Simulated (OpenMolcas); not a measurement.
Ne³⁺: effect of the active space

```json
{
  "Program": "OpenMolcas",
  "Method": "CASSCF or its RAS form",
  "Basis": "ANO-RCC",
  "Scalar Hamiltonian": "DKH2, point nucleus",
  "Spin-orbit coupling": "RASSI with atomic mean-field integrals over the reference wave functions, term energies averaged over their components"
}
```

A. 5 electrons in 8 orbitals (2s 2p 3s 3p); 2S+1 = 4 odd, 1 root; 2S+1 = 2 odd, 8 roots; 2S+1 = 4 even, 3 roots; 2S+1 = 2 even, 6 roots; cost roughly 29 core-seconds
B. 3 electrons in 9 orbitals (RAS2 2p; RAS3 3s 3d, at most 1 electron); 2S+1 = 4 odd, 1 root; 2S+1 = 2 odd, 8 roots; cost of the order of 30 core-seconds
C. 5 electrons in 9 orbitals (RAS2 2s 2p; RAS3 3d, at most 2 electrons); 2S+1 = 4 odd, 1 root; 2S+1 = 2 odd, 8 roots; 2S+1 = 4 even, 3 roots; 2S+1 = 2 even, 6 roots; cost of the order of 40 core-seconds

Energies in cm-1 above 2s2 2p3 4S* 3/2.

```json
{"Level": "2s2 2p3 4S* 3/2", "A": "0.0", "B": "0.0", "C": "0.0"}
{"Level": "2s2 2p3 2D* 3/2", "A": "45159", "B": "45098", "C": "44227"}
{"Level": "2s2 2p3 2D* 5/2", "A": "45205", "B": "45118", "C": "44252"}
{"Level": "2s2 2p3 2P* 1/2", "A": "61766", "B": "74891", "C": "66258"}
{"Level": "2s2 2p3 2P* 3/2", "A": "61807", "B": "74916", "C": "66265"}
```

Among A to C the level of the table that moves most is 2s2 2p3 2P* 1/2, by 13000 cm-1 (lowest in A, highest in B).

Active for correlation alone: 3p 3s; no level in the range computed is led by a configuration that fills them, so any true level of that kind is missing (holds for A). With the s shell closed, the reference lacks s² → p² mixing (holds for B). Active for correlation alone: 3d; no level in the range computed is led by a configuration that fills it, so any true level of that kind is missing (holds for C). Levels of configurations outside the active space are missing. Levels that lie high or do not pair safely by name in every column are left out.

* marks odd parity.
